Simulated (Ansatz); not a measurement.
Reaction: B2F4 (difluoroboranyl(difluoro)borane, SMILES FB(F)B(F)F) → F (doublet) + B2F3 (SMILES [B](B(F)F)F, doublet) (the B-F bond breaks)
Each species at its own B3LYP-D3(BJ)/def2-TZVP minimum (Ansatz, an electronic-structure program), one conformer.

Total energies in hartree (Ansatz). Radicals and triplets start from unrestricted determinants; spin-orbit coupling is neglected. Cores are frozen in correlated methods. No relativity.

```tsv
species	HF/cc-pVTZ	CCSD(T)/cc-pVTZ	HF/cc-pVQZ	CCSD(T)/cc-pVQZ	CCSD(T)/cc-pVDZ	CCSDT(Q)/cc-pVDZ
1: B2F4 (difluoroboranyl(difluoro)borane, SMILES FB(F)B(F)F)	-447.54461	-448.76326	-447.58036	-448.90276	-448.30446	-448.30730
2: F (doublet)	-99.40552	-99.62036	-99.41377	-99.65026	-99.52757	-99.52776
3: B2F3 (SMILES F[B]B(F)F, doublet)	-347.93066	-348.87480	-347.95844	-348.98190	-348.52185	-348.52437
```

**Question.** Work out the bond dissociation energy (electronic) in kJ/mol: take Hartree-Fock from cc-pVQZ, extrapolate the CCSD(T) correlation energy as X^-3 (X = 3, 4), and add CCSDT(Q) - CCSD(T) in cc-pVDZ. 1 hartree = 2625.5 kJ/mol.

**Answer.** 
Species 1: correlation (64·(-1.32240) - 27·(-1.21865))/37 = -1.39811; step -0.00284; E1 = -447.58036 + (-1.39811) + (-0.00284) = -448.98131
Species 2: correlation (64·(-0.23649) - 27·(-0.21484))/37 = -0.25229; step -0.00019; E2 = -99.41377 + (-0.25229) + (-0.00019) = -99.66625
Species 3: correlation (64·(-1.02346) - 27·(-0.94414))/37 = -1.08134; step -0.00252; E3 = -347.95844 + (-1.08134) + (-0.00252) = -349.04230
-1·E1 +1·E2 +1·E3 = 0.27276 hartree = 716.1 kJ/mol.
